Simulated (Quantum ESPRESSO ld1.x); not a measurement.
Results of a calculation; reference values are marked as such.
S I, configuration [Ne] 3s2 3p4 (the NIST ground configuration). Code: ld1.x of Quantum ESPRESSO 7.5. Model: scalar-relativistic Kohn-Sham, LDA (Slater exchange, Perdew-Wang correlation), spin-unpolarised, spherical densities, point nucleus.

Normalised radial functions P(r) = r R(r), r in bohr:

```
   r/bohr * 2p (the largest magnitude, 1.45, reaches the edge; | marks zero)
 0.008391 *
  0.01075 |*
  0.01378 |*
  0.01752 |*
  0.02245 | *
  0.02877 |  *
  0.03686 |    *
  0.04686 |       *
  0.06005 |          *
  0.07695 |               *
  0.09861 |                      *
   0.1254 |                             *
   0.1606 |                                      *
   0.2059 |                                              *
   0.2638 |                                                    *
   0.3353 |                                                      *
   0.4297 |                                                  *
   0.5507 |                                          *
   0.7057 |                             *
   0.9043 |                 *
     1.15 |        *
    1.473 |  *
    1.888 |*
    2.419 *
    3.075 *
    3.941 *
     5.05 *
    6.472 *
```

2p: eigenvalue -156.51 eV, 0 radial nodes, <r> = 0.443 bohr, 90 % of the charge inside 0.740 bohr.
